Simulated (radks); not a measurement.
Dynamic dipole polarisability and lines of the barium ion Ba2+, [Xe]. Calculated with a radial shooting solver on a logarithmic mesh with Libxc functionals: scalar-relativistic Kohn-Sham, LDA (Slater exchange, VWN5 correlation), spin-unpolarised, spherical densities, finite nucleus; Fermi nuclear charge, rms radius of each element as measured or else 0.836 A^(1/3) + 0.57 fm. Time-dependent linear response with the Hartree and adiabatic LDA kernel, continuum included through the Sternheimer equations, no spin-orbit coupling, so fine structure and intercombination lines are absent. Lines are the poles of the dipole polarisability below minus the highest occupied eigenvalue, found on a grid refined at the orbital gaps; the lowest seven at most are given, and weak or close lines can be missed. The first line takes the name of the lowest orbital gap if no other gap lies below it; otherwise a line is named after a gap within 0.6 % of it, if that gap stands alone.

| photon energy (eV) | alpha (bohr^3) |
|---|---|
| 0 | 10.71 |
| 0.510 | 10.71 |
| 2.551 | 10.84 |
| 4.592 | 11.16 |
| 6.633 | 11.70 |
| 8.673 | 12.54 |
| 10.714 | 13.82 |
| 12.755 | 15.83 |
| 14.796 | 19.30 |
| 16.836 | 26.70 |
| 18.877 | -73.48 |
| 20.918 | 130.5 |
| 22.959 | -47.77 |
| 24.999 | -10.51 |
| 27.040 | -35.73 |
| 29.081 | 1.390 |

Lines (eV, oscillator strength): 18.799 (65.95 nm, 5p-6s), f = 0.432; 21.524 (57.60 nm, unassigned), f = 4.50; 25.845 (47.97 nm, 5p-7s), f = 0.120; 26.730 (46.38 nm, unassigned), f = 0.623; 28.071 (44.17 nm, 5p-8s), f = 0.0463; 28.458 (43.57 nm, unassigned), f = 0.216; 29.115 (42.58 nm, unassigned), f = 0.0230. Higher lines, where found, are left out when the end of the mesh affects them. Those listed give 85 % of the static polarisability (sum of f/w^2). Orbital energy gaps for comparison: 5p-5d 18.055 eV; 5p-6s 18.723 eV; 5p-7s 25.822 eV; 5p-6d 26.211 eV; 5p-8s 28.061 eV. At laser wavelengths: 1550 nm 10.72, 1064 nm 10.74, 780 nm 10.76, 532 nm 10.82, 355 nm 10.96, 266 nm 11.17, 193 nm 11.63 bohr^3.
